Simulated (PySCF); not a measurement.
PySCF job for C4H8Ge, SMILES C=[CH][GeH2][CH]=C, PBE/pcSseg-1. Geometry: r2SCAN-D4/def2-SVP. The values are those of a single conformer.

```python
import numpy as np
from pyscf import gto, scf, dft
from pyscf.prop.nmr import rks as nmr

mol = gto.M(
    atom='''
    Ge   -0.00000000    0.00000000    0.50541242
    C    -1.52522763    0.47437396   -0.60024703
    C    -2.68924769   -0.18896272   -0.57570868
    C     1.52522763   -0.47437396   -0.60024703
    C     2.68924770    0.18896272   -0.57570867
    H    -0.42898219   -1.18786726    1.38707923
    H     0.42898219    1.18786725    1.38707922
    H    -1.41540776    1.32318786   -1.28994103
    H    -3.53248925    0.09234273   -1.21906533
    H    -2.85465042   -1.04448532    0.09106261
    H     1.41540777   -1.32318786   -1.28994104
    H     3.53248926   -0.09234274   -1.21906533
    H     2.85465042    1.04448531    0.09106262
    ''',
    basis='pcSseg-1',
    charge=0,
    spin=0,
    max_memory=1600,
    verbose=3,
)
mf = dft.RKS(mol, xc='pbe')
mf.grids.level = 3
mf.conv_tol = 1e-10
mf.max_cycle = 100
mf.kernel()
n = nmr.NMR(mf)
n.verbose = 2
n.max_cycle_cphf = 60
sigma = n.kernel()
print('atom   isotropic/ppm   span/ppm')
for i, s in enumerate(sigma):
    w = np.linalg.eigvalsh((s + s.T) / 2)
    print(f'{mol.atom_symbol(i):2s}{i + 1:3d} {w.mean():14.3f} {w[2] - w[0]:11.3f}')
```

Output:

```
converged SCF energy = -2233.4172449669
atom   isotropic/ppm   span/ppm
Ge  1       1385.946     133.335
C   2         36.150     237.729
C   3         38.943     227.721
C   4         36.150     237.729
C   5         38.943     227.721
H   6         26.652      15.274
H   7         26.652      15.274
H   8         24.708       5.423
H   9         24.857       6.971
H  10         25.028       8.375
H  11         24.708       5.423
H  12         24.857       6.971
H  13         25.028       8.375
```

The calculation finished and met its thresholds.
